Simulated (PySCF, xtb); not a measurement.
C3H4ClF, SMILES F[C@@H]1C[C@H]1Cl.

GFN2-xTB run with xtb at its own geometry gives an orbital gap of 6.80 eV and a dipole moment of 1.40 D.

Coordinates come from a PBE0-D3(BJ)/def2-SVP optimisation.

Question: What does PBE/def2-TZVP (PySCF) give? (The exact figures need the calculation; the answer reports its results.)

Answer: gap 5.95 eV (levels -6.59 and -0.64 eV), dipole 1.13 D.
